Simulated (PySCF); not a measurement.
These are PBE-D3(BJ)/def2-TZVP // PBE0-D3(BJ)/def2-TZVP run with PySCF values and carry that method's errors. Gas-phase values, no solvent. 

Reference species (SMILES): `[F][Sn]([F])([F])[F]` (neutral, multiplicity 1).

The HOMO comes out as -10.25 eV and the LUMO is -4.61 eV.

Changed species: `[F][SnH2][F]` (2 of 4 F replaced by H; the reference has 0 of 4 F replaced by H).

Predict the effect on the HOMO and LUMO.

the HOMO rises by 1.95 eV, to -8.30 eV; the LUMO rises by 2.66 eV, to -1.95 eV.
